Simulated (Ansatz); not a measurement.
The Ansatz (a program for electronic structure) input:
Ansatz 0.2 input:
```yaml
crystal:
  periodic: [false, false, false]
  atoms:
    - {symbol: Si, position_ang: [-0.09192412, -0.90370918, 0.99981079]}
    - {symbol: Br, position_ang: [0.24234404, 0.86395344, -0.36779752]}
    - {symbol: O, position_ang: [-0.76389165, -1.85534526, -0.13696893]}
    - {symbol: H, position_ang: [-1.08397062, -2.74367962, -0.02868652]}
basis:
  gaussian:
    orbitals: cc-pVDZ
hamiltonian:
  xc: r2scan
```

Question: Give the number of basis functions at the level Ansatz with R2SCAN/cc-pVDZ.

Answer: 64

Question: What is the computed total energy (R2SCAN/cc-pVDZ)?

Answer: -2939.4207 Eh
